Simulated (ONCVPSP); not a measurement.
Pseudopotential generation for Ge: ONCV, LDA (Perdew-Wang 92), scalar-relativistic.

```
Element                 : Ge
Generator               : ONCVPSP 4.0.1
Type                    : optimised norm-conserving Vanderbilt (ONCV)
Functional              : LDA (Perdew-Wang 92)
Relativity              : scalar-relativistic
Frozen core             : [Ne]
Valence charge          : 22
Reference configuration : 3s2 3p6 3d10 4s2 4p1 (charge +1)
Partial waves           : 3s+4s: rc 1.10 bohr, ncon 3, nbas 7, qcut 12.3 1/bohr, 3 projectors, debl 2.9 Ha; 3p+4p: rc 1.25 bohr, ncon 4, nbas 7, qcut 10.6 1/bohr, 2 projectors; 3d: rc 1.30 bohr, ncon 4, nbas 8, qcut 14.6 1/bohr, 3 projectors, debl 0.4 Ha
Local potential         : polynomial inside 1.00 bohr (lpopt 5, dvloc0 4 Ha)
Core correction         : polynomial model core, fcfact 0.4
```

In the d channel the program set the typed energies aside and used -1.419, 0.250, 0.650 Ha.

- Cutoffs needed: 75 Ha and 85 Ha (the cutoffs (Ha) at which the residual kinetic energy of the hardest occupied pseudo-wave falls to 1 and 0.1 mHa per electron)
- Ghost test: no bound ghost flagged; no localised positive-energy state flagged
- Largest excitation error: -14 meV (all-electron minus pseudo) for 3s2 3p6 3d10 4s0 4p0, out of 4 test configurations
- rms error of d²Exc/dni dnj: 2.53 mHa without and 1.10 mHa with the model core
